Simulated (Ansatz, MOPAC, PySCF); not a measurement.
Pair of molecules: NH3 (SMILES N) (first 4 atoms) with H2Se (SMILES [SeH2]); geometry from B3LYP-D3(BJ)/def2-TZVP, rigid monomers moved along the line of their centres of mass till N1···H7 is 1.93 Å.
(charge 0, multiplicity 1):
```xyz
7

N     -0.0681    -0.1982     0.0157
H     -0.9794    -0.3057    -0.4151
H      0.3835     0.6005    -0.4148
H      0.4788    -1.0217    -0.2082
Se    -0.3629     0.1846     3.4029
H      0.9649     0.8043     3.5240
H     -0.2124     0.0320     1.9314
```

Monomers are frozen at their geometry in the pair; levels with a basis set take the counterpoise correction. Rows marked so take none.

Cores are frozen in the correlated methods. Filled d and f shells under p-block atoms count as core. CBS: X⁻³ extrapolation of the correlation energy, Hartree–Fock from the larger set. Rows in 3-21G, 6-31G* carry no dispersion term and start afresh at each structure (6-31G* with six Cartesian d functions); the Pople sets are all-electron and without relativity. MP2/6-31G* freezes PySCF's default core, which leaves 3d correlated. The state that AM1, PM3, PM6, PM7 reach isn't checked; PM7 holds dispersion and hydrogen-bond terms.

Programs: Ansatz (a first-principles code); MOPAC for AM1, PM3, PM6, PM7 (differences of heats of formation); PySCF for 3-21G rows, 6-31G* rows, the dispersion terms. Values without a source in brackets are computed.

Other levels give for the interaction energy: PBE/def2-TZVPPD -3.32; B3LYP/def2-TZVPPD -1.51; B3LYP-D3(BJ)/def2-TZVPPD -2.90; wB97M-V/def2-TZVPPD -2.05; CCSD(T)/CBS(aug-cc-pVDZ, aug-cc-pVTZ) -2.14 kcal/mol.

Task: What do these common cheap choices give for the same quantity: AM1, PM3, PM6, PM7, HF/3-21G (no counterpoise), HF/6-31G*, HF/6-31G* (no counterpoise), MP2/6-31G* (no counterpoise)?

Result: AM1 -0.22; PM3 -3.65; PM6 -1.40; PM7 -2.22; HF/3-21G (no counterpoise) -4.97; HF/6-31G* -0.10; HF/6-31G* (no counterpoise) -1.25; MP2/6-31G* (no counterpoise) -4.68 kcal/mol. They span -4.97 to -0.10 kcal/mol.
